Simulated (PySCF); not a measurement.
Sulfur: a sound run and one with changed settings

Sound run: S²⁺ [Ne] 3s2 3p2, S³⁺ [Ne] 3s2 3p1. Computed with PySCF 2.14 in cc-pVDZ-DK, with scalar relativity by spin-free X2C-1e. In the sound run the correlated levels freeze [Ne]. The sound run starts from symmetry-adapted Hartree-Fock orbitals and uses a fine grid where one is needed.

Changed run: initial guess minao, at most 50 SCF cycles.

```tsv
species	method	sound run (hartree)	changed run (hartree)	converged
S²⁺	UHF	-397.40362	-397.40362	yes
S²⁺	r2SCAN	-397.91939	-397.91939	yes
S²⁺	CCSD(T)	-397.47824	-397.47824	yes
S³⁺	M06-2X	-396.67670	-396.67670	yes
S³⁺	MP2	-396.19066	-396.19066	yes
```

Here the plain start reaches the same solutions.
